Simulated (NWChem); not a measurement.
System: C4H5Cl; SMILES C=C=CCCl

NWChem printed, in part:

```
             Northwest Computational Chemistry Package (NWChem) 7.3.0
             --------------------------------------------------------

 C1  symmetry detected

                             Geometry "geometry" -> ""
                             -------------------------

 Output coordinates in angstroms (scale by  1.889725989 to convert to a.u.)

  No.       Tag          Charge          X              Y              Z
 ---- ---------------- ---------- -------------- -------------- --------------
    1 C                    6.0000     0.50507027    -2.88786469     0.16966635
    2 C                    6.0000    -0.01396840    -1.73846929    -0.16964701
    3 C                    6.0000    -0.54046191    -0.58427370    -0.49904652
    4 C                    6.0000    -0.67400103     0.55603231     0.46250792
    5 Cl                  17.0000     0.34243426     1.99467594    -0.05104731
    6 H                    1.0000     1.56843848    -3.08695064     0.05036683
    7 H                    1.0000    -0.10362923    -3.69086205     0.58112112
    8 H                    1.0000    -0.90707032    -0.42145894    -1.51202495
    9 H                    1.0000    -1.69745928     0.93457198     0.50376063
   10 H                    1.0000    -0.34149572     0.28266094     1.46369617

 Effective nuclear repulsion energy (a.u.)     183.5796038744

                                 NWChem DFT Module
                                 -----------------

 Summary of "ao basis" -> "ao basis" (spherical)
 ------------------------------------------------------------------------------
       Tag                 Description            Shells   Functions and Types
 ---------------- ------------------------------  ------  ---------------------
 C                          def2-svp                 6       14   3s2p1d
 Cl                         def2-svp                 8       18   4s3p1d
 H                          def2-svp                 3        5   2s1p

            General Information
            -------------------
          SCF calculation type: DFT
          Wavefunction type:  closed shell.
          No. of atoms     :    10
          No. of electrons :    46
           Alpha electrons :    23
            Beta electrons :    23
          Charge           :     0
          Spin multiplicity:     1
          Use of symmetry is: off; symmetry adaption is: off
          Maximum number of iterations: 150
          AO basis - number of functions:    99
                     number of shells:    47
          Convergence on energy requested:  1.00D-06
          Convergence on density requested:  1.00D-05
          Convergence on gradient requested:  5.00D-04

              XC Information
              --------------
                         B3LYP Method XC Potential
                     Hartree-Fock (Exact) Exchange  0.200
                        Slater Exchange Functional  0.800 local
                    Becke 1988 Exchange Functional  0.720 non-local
              Lee-Yang-Parr Correlation Functional  0.810
                  VWN I RPA Correlation Functional  0.190 local

             Grid Information
             ----------------
          Grid used for XC integration:  medium
          Radial quadrature: Mura-Knowles
          Angular quadrature: Lebedev.
          Tag              B.-S. Rad. Rad. Pts. Rad. Cut. Ang. Pts.
          ---              ---------- --------- --------- ---------
          C                   0.70       49          11.0       434
          Cl                  1.00       88          13.0       590
          H                   0.35       45          12.0       434
          Grid pruning is: on
          Number of quadrature shells:   509
          Spatial weights used:  Erf1

      Superposition of Atomic Density Guess
      -------------------------------------

 Sum of atomic energies:        -612.31915636

      Non-variational initial energy
      ------------------------------

 Total energy =    -614.970886
 1-e energy   =   -1203.250624
 2-e energy   =     404.700134
 HOMO         =      -0.298530
 LUMO         =      -0.002706

     ---------------------------------------------
      Total Density - Mulliken Population Analysis
     ---------------------------------------------

    Atom       Charge   Shell Charges
 -----------   ------   -------------------------------------------------------
    1 C    6     6.33   1.99  0.95  0.30  2.02  1.04  0.03
    2 C    6     5.86   1.99  0.99  0.29  1.84  0.71  0.04
    3 C    6     6.26   1.99  0.96  0.29  2.00  0.98  0.04
    4 C    6     5.82   1.99  0.94  0.21  1.75  0.90  0.04
    5 Cl  17    17.33   2.00  1.99  1.23  0.72  5.94  2.14  3.29  0.02
    6 H    1     0.86   0.65  0.19  0.03
    7 H    1     0.86   0.65  0.19  0.03
    8 H    1     0.88   0.66  0.19  0.02
    9 H    1     0.90   0.68  0.19  0.02
   10 H    1     0.91   0.69  0.20  0.02

   convergence    iter        energy       DeltaE   RMS-Dens  Diis-err
 ---------------- ----- ----------------- --------- --------- ---------
 d= 0,ls=0.0,diis     1   -615.2671180393 -7.99D+02  1.11D-02  4.83D-01
 d= 0,ls=0.0,diis     2   -615.2755453153 -8.43D-03  6.12D-03  3.80D-01
 d= 0,ls=0.0,diis     3   -615.3163223349 -4.08D-02  2.26D-03  6.92D-02
 d= 0,ls=0.0,diis     4   -615.3247203672 -8.40D-03  7.01D-04  8.39D-03
 d= 0,ls=0.0,diis     5   -615.3258913520 -1.17D-03  1.31D-04  1.85D-04
  Resetting Diis
 d= 0,ls=0.0,diis     6   -615.3259141535 -2.28D-05  2.80D-05  6.05D-06
 d= 0,ls=0.0,diis     7   -615.3259149302 -7.77D-07  1.28D-05  3.92D-07
 d= 0,ls=0.0,diis     8   -615.3259149032  2.70D-08  6.81D-06  5.92D-07

         Total DFT energy =     -615.325914903245
      One electron energy =    -1207.368211647383
           Coulomb energy =      460.204447486192
    Exchange-Corr. energy =      -51.741754616461
 Nuclear repulsion energy =      183.579603874407

 Numeric. integr. density =       46.000003834218

                       DFT Final Molecular Orbital Analysis
                       ------------------------------------

 Vector   21  Occ=2.000000D+00  E=-2.895710D-01
              MO Center=  2.0D-01,  1.2D+00, -1.6D-02, r^2= 3.6D+00
   Bfn.  Coefficient  Atom+Function         Bfn.  Coefficient  Atom+Function
  ----- ------------  ---------------      ----- ------------  ---------------
    67      0.415285   5 Cl px               69      0.348196   5 Cl pz
    64      0.301020   5 Cl px               66      0.252992   5 Cl pz
    68     -0.212510   5 Cl py               61      0.175161   5 Cl px
    65     -0.158588   5 Cl py               31      0.146363   3 C  s
    63      0.147012   5 Cl pz               95     -0.139798  10 H  s

 Vector   22  Occ=2.000000D+00  E=-2.796723D-01
              MO Center=  1.2D-01, -9.3D-01, -2.0D-02, r^2= 5.1D+00
   Bfn.  Coefficient  Atom+Function         Bfn.  Coefficient  Atom+Function
  ----- ------------  ---------------      ----- ------------  ---------------
     6      0.325200   1 C  pz               67      0.285616   5 Cl px
    20      0.229225   2 C  pz                9      0.226002   1 C  pz
    64      0.207480   5 Cl px               68     -0.177014   5 Cl py
    19      0.150221   2 C  py               23      0.149239   2 C  pz
    18      0.145423   2 C  px               90      0.138126   9 H  s

 Vector   23  Occ=2.000000D+00  E=-2.704057D-01
              MO Center= -6.6D-02, -6.0D-01, -1.9D-01, r^2= 4.1D+00
   Bfn.  Coefficient  Atom+Function         Bfn.  Coefficient  Atom+Function
  ----- ------------  ---------------      ----- ------------  ---------------
    32      0.322236   3 C  px               18      0.286463   2 C  px
    68      0.258328   5 Cl py               69      0.217059   5 Cl pz
    35      0.201980   3 C  px               65      0.185246   5 Cl py
    21      0.179836   2 C  px               20     -0.165342   2 C  pz
    33      0.160979   3 C  py               66      0.157303   5 Cl pz

 Vector   24  Occ=0.000000D+00  E=-1.604633D-02
              MO Center= -9.0D-02, -7.9D-01, -7.6D-02, r^2= 4.7D+00
   Bfn.  Coefficient  Atom+Function         Bfn.  Coefficient  Atom+Function
  ----- ------------  ---------------      ----- ------------  ---------------
    45      0.506091   4 C  s                21     -0.431855   2 C  px
    68      0.391198   5 Cl py               18     -0.374067   2 C  px
    81     -0.332205   7 H  s                35      0.307813   3 C  px
    76      0.308285   6 H  s                32      0.260158   3 C  px
    60     -0.257496   5 Cl s                67      0.240765   5 Cl px

 Vector   25  Occ=0.000000D+00  E=-2.913257D-03
              MO Center=  1.3D-02, -1.8D+00, -1.1D-01, r^2= 3.4D+00
   Bfn.  Coefficient  Atom+Function         Bfn.  Coefficient  Atom+Function
  ----- ------------  ---------------      ----- ------------  ---------------
    45      0.593371   4 C  s                 9      0.479090   1 C  pz
    23     -0.474531   2 C  pz               20     -0.424395   2 C  pz
    86     -0.411919   8 H  s                 6      0.329830   1 C  pz
    91     -0.325693   9 H  s                36     -0.230986   3 C  py
    22     -0.203287   2 C  py                8      0.181032   1 C  py

 Vector   26  Occ=0.000000D+00  E= 5.646068D-02
              MO Center= -3.6D-01,  3.4D-01,  2.7D-01, r^2= 5.0D+00
   Bfn.  Coefficient  Atom+Function         Bfn.  Coefficient  Atom+Function
  ----- ------------  ---------------      ----- ------------  ---------------
    45      1.604001   4 C  s                91     -0.778891   9 H  s
    96     -0.600052  10 H  s                60     -0.552942   5 Cl s
    68      0.499965   5 Cl py               31     -0.477494   3 C  s
    50      0.478459   4 C  py               35     -0.410852   3 C  px
    67      0.390236   5 Cl px               76     -0.369876   6 H  s

[...]
```

Level: B3LYP/def2-SVP. The geometry was optimised at B3LYP/6-31G* (spherical d). B3LYP is NWChem's, with the RPA form of VWN correlation.

Which NWChem input produces such a log?

One answer among several that fit: the input that was run:
```
start job
memory heap 200 mb stack 900 mb global 1100 mb
geometry units angstroms noautoz
  C      0.521901    -2.840805     0.174211
  C     -0.014245    -1.700608    -0.169508
  C     -0.557916    -0.555684    -0.503331
  C     -0.708389     0.586236     0.453797
  Cl     0.286443     2.037871    -0.065472
  H      1.588113    -3.024471     0.055559
  H     -0.074728    -3.651185     0.588859
  H     -0.926975    -0.402298    -1.516891
  H     -1.737377     0.949626     0.493700
  H     -0.371781     0.321752     1.456001
end
basis spherical
  C library def2-svp
  Cl library def2-svp
  H library def2-svp
end
dft
  xc b3lyp
  iterations 150
  mulliken
end
task dft energy
```
